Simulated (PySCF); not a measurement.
A GIAO shielding run with PySCF 2.14 (density fitting, non-relativistic, gas phase) on SMILES N#C[SiH2]CNCC(F)(F)F, C$_{4}$H$_{7}$F$_{3}$N$_{2}$Si:

```
$ OMP_NUM_THREADS=1 python probes_run.py task.json out

{"job": {"kind": "nmr", "xc": "PBE0", "basis": "pcSseg-1"}, "charge": 0, "multiplicity": 1}
N      4.418188     1.429151     0.618426
C      3.597143     0.630869     0.643122
Si     2.270742    -0.684883     0.691394
C      0.640082     0.165779     0.179734
N     -0.411332    -0.842808     0.149970
C     -1.648193    -0.441109    -0.463112
C     -2.430644     0.643328     0.293984
F     -3.703887     0.712687    -0.122665
F     -2.466409     0.398539     1.614745
F     -1.914103     1.871507     0.146742
H      2.208434    -1.163277     2.075566
H      2.636942    -1.726584    -0.265807
H      0.402727     1.013935     0.837300
H      0.733188     0.571879    -0.830875
H     -0.582124    -1.197474     1.085154
H     -1.449462    -0.058854    -1.468661
H     -2.308291    -1.310656    -0.536636
```

Hardware: 1 thread of an Arm Neoverse V1, shared host. The job also computes population analyses, field gradients.

(1) How large is the calculation?

(2) How long does it take, and how much memory does it need?

Results:

(1) 86 electrons, 212 basis functions and 1114 auxiliary functions.

(2) 42 s of wall time, with 14 SCF cycles and 5 response iterations; peak memory 0.94 GiB. Times on a shared host scatter by some tens of per cent.
